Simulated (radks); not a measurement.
All-electron atom: Sm4+ in [Xe] 4f4.

Method: Dirac Kohn-Sham, PBE, spin-unpolarised, spherical densities, finite nucleus; open shells are shared between the two j in proportion to 2j + 1; Fermi nuclear charge, rms radius 5.0819 fm; computed with a radial shooting solver on a logarithmic mesh with Libxc functionals.

Energy parts (Ry):
part                       energy
total                 -20861.5577
kinetic                22618.7332
electron-nucleus      -50896.6374
Hartree                 7885.4539
exchange-correlation    -469.1074

Orbitals (lengths in bohr, moments of r in powers of bohr; <r^-3> diverges for s and p1/2):
| orbital | occ. | eigenvalue (Ry) | <r^-3> |
|---|---|---|---|
| 1s1/2 | 2 | -3430.732 | - |
| 2s1/2 | 2 | -563.6131 | - |
| 2p1/2 | 2 | -534.4350 | - |
| 2p3/2 | 4 | -490.1357 | 8886 |
| 3s1/2 | 2 | -126.6332 | - |
| 3p1/2 | 2 | -114.0733 | - |
| 3p3/2 | 4 | -105.1056 | 1855 |
| 3d3/2 | 4 | -83.31289 | 309.2 |
| 3d5/2 | 6 | -81.36640 | 277.1 |
| 4s1/2 | 2 | -28.26491 | - |
| 4p1/2 | 2 | -23.43710 | - |
| 4p3/2 | 4 | -21.44569 | 413.3 |
| 4d3/2 | 4 | -13.48527 | 58.49 |
| 4d5/2 | 6 | -13.12537 | 51.80 |
| 5s1/2 | 2 | -6.39352 | - |
| 5p1/2 | 2 | -4.99199 | - |
| 5p3/2 | 4 | -4.67283 | 66.07 |
| 4f5/2 | 1.71429 | -3.83580 | 7.523 |
| 4f7/2 | 2.28571 | -3.78737 | 7.301 |

The highest occupied level is 4f7/2 at -51.530 eV. Summed over all electrons, <r^2> = 32.92 bohr^2, which gives a Langevin (diamagnetic) susceptibility term of -26.1 x 10^-6 cm^3/mol. The electron density at the nucleus is 5.332e+05 e/bohr^3.

Run on one thread of a shared host, so times are rough (Arm Neoverse V2): 0.13 s of CPU time, 0.13 s wall, 14 iterations on 2189 mesh points.
